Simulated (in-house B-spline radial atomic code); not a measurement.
**LDA VWN5 excitations of Mo⁶⁺**

Method: LDA VWN5. Computed with an all-electron radial atomic-structure program (B-spline basis): linear response of the closed shell [Ar] 3d10 4s2 4p6 with the functional's adiabatic kernel; scalar-relativistic (spin-free one-electron X2C), finite nucleus, no spin-orbit coupling, no double excitations, S, P, D and F terms only; shells from n = 2 respond. Only terms of natural parity with L up to 3 were computed.

Command:
```bash
python run_td.py task.json out
```
Settings (radii: box in bohr, nucleus in fm):
```
Z                        42
electrons                36
configuration            [Ar] 3d10 4s2 4p6
hamiltonian              x2c
method                   lda,vwn
box_radius               14.35
rms_radius               4.4091
intervals                70
```

Time taken, with all properties: 0.7 s on 1 thread of AMD EPYC 9R14 (Zen 4), with other jobs on the host.

The lowest states, in the order of their Tamm-Dancoff energies; the method's threshold (minus the highest occupied level) is 117.27 eV. Labels give the largest channel, * marks a mixed state, and oscillator strengths are full-response dipole values. Semilocal kernels can invert the small singlet-triplet splittings of Rydberg terms. Energies in eV:

| state | full response | Tamm-Dancoff | oscillator strength |
| --- | --- | --- | --- |
| 4p → 4d 3P | 38.75 | 38.81 | - |
| 4p → 4d 3F | 39.44 | 39.49 | - |
| 4p → 4d 1F | 41.88 | 41.93 | - |
| 4p → 4d 1P | 51.34 | 53.20 | 5.51 |
| 4p → 5s 3P | ? | ? | - |
| 4p → 5s 1P | ? | ? | ? |
| 4p → 5p 3S | 66.72 | 66.73 | - |
| 4s → 4d 3D* | 67.01 | 67.04 | - |
| 4p → 5p 3D* | 67.37 | 67.37 | - |
| 4p → 5p 1D | 67.55 | 67.56 | - |

**Question.** Where does 4p → 5s 3P lie?

**Answer.** At 58.42 eV in full response, 58.42 eV in Tamm-Dancoff.

**Question.** Where does 4p → 5s 1P lie?

**Answer.** At 59.03 eV in full response, 59.06 eV in Tamm-Dancoff, oscillator strength 0.568.

**Question.** How large is the singlet-triplet splitting of 4p → 4d (F terms) in Tamm-Dancoff?

**Answer.** 2.44 eV, from the unrounded values.

**Question.** What polarisabilities and dispersion coefficient does the method give?

**Answer.** Dipole 1.784 bohr³, quadrupole 2.561 bohr⁵, C6 4.949 hartree·bohr⁶ for two such species.
